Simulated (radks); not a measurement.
Results of a calculation; reference values are marked as such.
The cobalt ion Co2+ inside a hard spherical wall (all orbitals vanish at R), configuration held at [Ar] 3d7 and not refilled when levels cross. Code: a radial shooting solver on a logarithmic mesh with Libxc functionals. Model: scalar-relativistic Kohn-Sham, PBEsol, spin-polarised, spherical densities, finite nucleus; open shells are filled with parallel spins first; Fermi nuclear charge, rms radius 3.7875 fm. Eigenvalues in eV for spin up, with the zero of energy where the potential of the charges vanishes at infinity; a dash marks a level that is unbound or too diffuse for the functional's potential to be trusted. A positive occupied level is held by the wall or, in an anion where self-interaction has pushed it up, behind a barrier. The pressure on the wall is -dE/dV.

\begin{tabular}{lrrrrrrrrr}
R (bohr) & E (hartree) & kinetic (hartree) & e(2p) & e(3s) & e(3p) & e(3d) & e(4s, empty) & e(4p, empty) & pressure (GPa) \\ \hline
free & -1391.03399 & 1408.866 & -788.45 & -122.51 & -85.882 & -28.277 & -21.177 & -14.762 & 0 \\
20 & -1391.03399 & 1408.866 & -788.45 & -122.51 & -85.882 & -28.277 & -21.177 & -14.762 & < 0.0001 \\
15 & -1391.03399 & 1408.866 & -788.45 & -122.51 & -85.882 & -28.277 & -21.177 & -14.762 & < 0.0001 \\
12 & -1391.03399 & 1408.866 & -788.45 & -122.51 & -85.882 & -28.277 & -21.177 & -14.762 & < 0.0001 \\
10 & -1391.03399 & 1408.866 & -788.45 & -122.51 & -85.882 & -28.277 & -21.177 & -14.762 & < 0.0001 \\
8 & -1391.03399 & 1408.866 & -788.45 & -122.51 & -85.882 & -28.277 & -21.175 & -14.749 & < 0.0001 \\
7 & -1391.03398 & 1408.866 & -788.45 & -122.51 & -85.881 & -28.276 & -21.167 & -14.699 & 0.00133 \\
4 & -1391.02006 & 1408.977 & -787.81 & -121.96 & -85.348 & -27.748 & -19.052 & -10.706 & 4.66 \\
3 & -1390.89509 & 1409.695 & -784.58 & -119.43 & -82.886 & -25.111 & -10.019 & 1.487 & 85.0 \\
2 & -1389.21450 & 1417.625 & -763.95 & -105.30 & -68.503 & -8.098 & 48.166 & 66.960 & 3110 \\
1.5 & -1382.11426 & 1446.058 & -717.05 & -72.459 & -33.423 & 31.733 & 185.84 & 206.71 & 32000 \\
\end{tabular}
